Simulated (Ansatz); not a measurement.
Z-matrix (Å, degrees):
```
C
S 1 1.915
Si 1 1.840 2 67.2
O 1 1.384 2 116.1 3 -109.2
H 1 1.088 2 109.0 3 119.5
O 3 1.629 1 119.0 2 -112.1
H 3 1.471 1 123.8 2 107.3
H 4 0.963 1 109.4 2 -72.9
H 6 0.961 3 115.8 1 29.3
```

Total charge 0; spin multiplicity 1.

**Question.** List the ωB97M-V/def2-TZVPP orbital energies in eV (the Gaussian-basis code of Ansatz). (Best estimate.)

**Answer.** The calculation gave: Occupied: -2426.40, -1807.97, -526.80, -526.59, -283.59, -220.38, -163.48, -163.41, -163.33, -148.94, -103.08, -103.05, -103.03, -32.21, -31.34, -24.35, -20.12, -18.52, -17.50, -15.89, -14.67, -13.82, -13.72, -13.03, -12.01, -10.27, -9.78, -9.41. Lowest empty: 1.75, 2.14, 2.44, 2.83, 3.64, 3.79, 3.97, 4.86.
